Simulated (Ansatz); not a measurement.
Born–Oppenheimer molecular dynamics of CH₆ClNSi (10 atoms, charge 0, multiplicity 1). It starts at the highest image of a converged band, a first-order saddle point between two minima.

Computed with UKS LDA/def2-SVP (Ansatz).

```json
{
 "ensemble": "NVE (velocity Verlet)",
 "time step": "0.5 fs",
 "steps asked": "200",
 "starting velocities drawn for": "300 K",
 "seed": "10920"
}
```

First frame:

```xyz
10
Properties=species:S:1:pos:R:3
Si -0.961 -0.681 -0.684
Cl -0.542 -2.152 -2.068
N 0.560 -0.158 -0.099
C 0.756 0.883 0.864
H 1.399 -0.603 -0.482
H -1.844 -1.278 0.384
H -1.747 0.409 -1.371
H -0.226 1.281 1.206
H 1.285 0.539 1.786
H 1.320 1.760 0.464
```

Problem. What does the run give?

Solution. All steps were run.

```
steps done                                               : 200
time covered                                             : 100 fs
mean temperature over the second half                    : 155 K
spread of the potential energy over the second half      : 2.8 meV per atom
mean potential energy of the second half above the start : 15.1 meV per atom
```

The conserved energy stayed within 0.26 meV per atom of its start (net change 0.082 meV per atom), so the integration is sound. The temperature averaged 0.52 of the 300 K drawn at the start: a run that starts near a minimum puts about half its kinetic energy into the potential. A run of 0.1 ps of so small a system gives no equilibrium averages. The orbitals stay closed-shell, which can raise the energy where a bond breaks towards radicals; this wasn't checked here.

Problem. What happens to the structure?

Solution. The step under study would form Cl2–H5 and break Si1–Cl2, N3–H5. These pairs go: Cl2–H5 2.95 → 2.88 Å, Si1–Cl2 2.06 → 2.09 Å, N3–H5 1.02 → 1.03 Å. In the last frame they stand as before the step (other bonds may differ from the relaxed reactants and products). It ends as one piece, CH6ClNSi. Pairs count as bonded within 1.25 times the sum of covalent radii (0.12 Å more for H–H). Another seed would give other details.

Problem. How do temperature and energy run in time?

Solution. 
```csv
time (fs),T (K),potential energy less start (eV),conserved less start (meV/atom)
0.0,300,0.000,0.00
5.0,143,0.163,0.12
10.0,144,0.163,0.12
15.0,148,0.159,0.18
20.0,80,0.230,0.26
25.0,141,0.166,0.19
30.0,125,0.182,0.15
35.0,153,0.153,0.13
40.0,211,0.093,0.06
45.0,145,0.161,0.07
50.0,152,0.154,0.11
55.0,165,0.141,0.12
60.0,160,0.146,0.14
65.0,134,0.173,0.15
70.0,131,0.176,0.15
75.0,146,0.160,0.15
80.0,122,0.186,0.16
85.0,171,0.135,0.16
90.0,137,0.171,0.15
95.0,146,0.160,0.13
100.0,230,0.073,0.08
```

Run time: 4.5 min on 2 threads of Arm Neoverse V1 (shared host), peak memory 0.14 GiB.
